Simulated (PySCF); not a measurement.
Er⁵⁴⁺ (erbium, charge +54): Hartree-Fock from Schrödinger to Dirac-Coulomb-Breit

Occupied: 1s1/2, 2s1/2, 2p1/2, 2p3/2, 3s1/2, 3p1/2. Hartree-Fock calculated with PySCF 2.14 in an uncontracted even-tempered set (20 s from 6.7 bohr⁻², ratio 2.3; 16 p from 8.1 bohr⁻², ratio 2.3), Gaussian nucleus throughout. NR is non-relativistic, sf-X2C the spin-free one-electron X2C Hamiltonian, X2C adds the bare one-electron spin-orbit term, X2C-SNSO screens it by Boettger's factors, DC is four-component Dirac-Coulomb, and the Gaunt and Breit terms are added at first order (total energies over the DC spinors, levels after relaxing the spinors in that mean field). QED terms are absent. Levels marked empty are virtual spinors of this ion; the basis has s and p functions only, so 3d, which can lie below the n = 4 levels, is absent.

| level (eV) | X2C | X2C-SNSO |
| --- | --- | --- |
| 1s1/2 | -61837.0 | -61838.2 |
| 2s1/2 | -13701.2 | -13701.7 |
| 2p1/2 | -13289.9 | -13266.8 |
| 2p3/2 | -12298.1 | -12306.4 |
| 3s1/2 | -5482.5 | -5482.6 |
| 3p1/2 | -5341.1 | -5335.2 |
| 3p3/2 (empty) | -4977.8 | -4980.0 |
| 4s1/2 (empty) | -2859.7 | -2859.8 |

Question: Where do the four-component calculations put these levels?

Answer: 1s1/2: DC -61901.9, DC+Gaunt -61715.9, DC+Breit -61728.7; 2s1/2: DC -13710.4, DC+Gaunt -13690.4, DC+Breit -13691.9; 2p1/2: DC -13271.8, DC+Gaunt -13237.7, DC+Breit -13241.1; 2p3/2: DC -12312.7, DC+Gaunt -12290.0, DC+Breit -12293.3; 3s1/2: DC -5484.7, DC+Gaunt -5479.7, DC+Breit -5480.3; 3p1/2: DC -5336.5, DC+Gaunt -5327.8, DC+Breit -5328.9; 3p3/2 (empty): DC -4981.3, DC+Gaunt -4975.8, DC+Breit -4976.9; 4s1/2 (empty): DC -2860.6, DC+Gaunt -2858.6, DC+Breit -2858.9 (eV).

| Hamiltonian | E (hartree) | E − E(DC) (hartree) | CPU seconds |
| --- | --- | --- | --- |
| X2C | -10004.9056 | 3.1576 | 0.58 |
| X2C-SNSO | -10003.8961 | 4.1672 | 0.57 |
| DC | -10008.0632 | 0.0000 | 31 |
| DC+Gaunt | -9996.2791 | 11.7841 | 53 |
| DC+Breit | -9997.3472 | 10.7160 | 150 |

Weight of the small component: 1s1/2 0.0648, 2s1/2 0.0149, 2p1/2 0.0148, 2p3/2 0.0137, 3s1/2 0.00572, 3p1/2 0.00564, 3p3/2 0.00530, 4s1/2 0.00287.

Koopmans' value for the highest occupied level at DC+Breit: 5328.9 eV, against an ionisation energy of 5329 ± 5 eV (theoretical estimate listed by NIST; NIST Atomic Spectra Database, ionization energies); the former lacks relaxation, correlation, QED and recoil.

The whole ladder took 240 s of wall time on 1 thread of Neoverse-N1 (shared host), launched as `OMP_NUM_THREADS=1 python relrun2.py TASK.json OUT` (a driver that calls PySCF for each Hamiltonian).
